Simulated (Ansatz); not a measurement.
Harmonic frequencies (cm⁻¹) at PBE0-D4/def2-TZVP from Ansatz: 185, 209, 209, 249, 249, 289, 667, 724, 724, 780, 832, 832, 954, 954, 967, 1302, 1302, 1324, 1446, 1450, 1450, 1462, 1462, 1471, 3034, 3036, 3036, 3122, 3122, 3122, 3138, 3138, 3138.

Which molecule is it?
A. `C[P+](C)(C)[Cu-][F]`
B. `CP(C)C`
C. `C[P+](C)(C)[Ag-][OH]`
D. `C[S][Ag-][P+](F)(F)F`

B.
